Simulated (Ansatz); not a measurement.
Br2, triplet, at a GFN2-xTB geometry (a higher spin typed on purpose: for a closed-shell molecule this is an excited state); CAM-B3LYP/3-21G (Ansatz, a quantum-chemistry and plane-wave program).

Here is a job for Ansatz.
Ansatz 0.2 input:
```yaml
crystal:
  periodic: [false, false, false]
  atoms:
    - {symbol: Br, position_ang: [-0.00000000, -0.00000000, -1.42665696]}
    - {symbol: Br, position_ang: [0.00000000, 0.00000000, 1.42665696]}
basis:
  gaussian:
    orbitals: 3-21G.json
hamiltonian:
  xc: cam_b3lyp
magnetization: {spin_polarized: true, initial_magnetization: 2}
```
The basis file holds 3-21G in the JSON format of the Basis Set Exchange.

Problem. What does Ansatz print? Leave out banner, timings and long lists.

Solution. 
```
Functional definition: CAM-B3LYP
382 factors; integrals over basis functions are off by at most 1.6e-4 eV
114 factors; integrals over basis functions are off by at most 1.6e-6 eV
mean field evaluation 1: about -139423.5361 eV, gradient 1.8e0 eV
mean field evaluation 2: about -139423.5568 eV, gradient 4.3e-1 eV
mean field evaluation 4: about -139423.5602 eV, gradient 1.1e-1 eV
mean field evaluation 8: about -139423.5603 eV, gradient 8.4e-4 eV
mean field evaluation 16: about -139423.5610 eV, gradient 4.1e-2 eV
mean field evaluation 32: about -139423.5361 eV, gradient 1.8e0 eV
mean field -139423.56112599 eV, -5123.7213666960 hartree, gradient 1.7e-6 eV, S^2 2.002229; 6 other end points of the search recorded, 0 dependent functions left out
reference -139423.56119648 eV, -5123.7213692867 hartree; 36, 34 occupied and 10, 12 virtual orbitals, 382 factors
Total energy: -139423.56119648 eV, -5123.7213692867 hartree
```
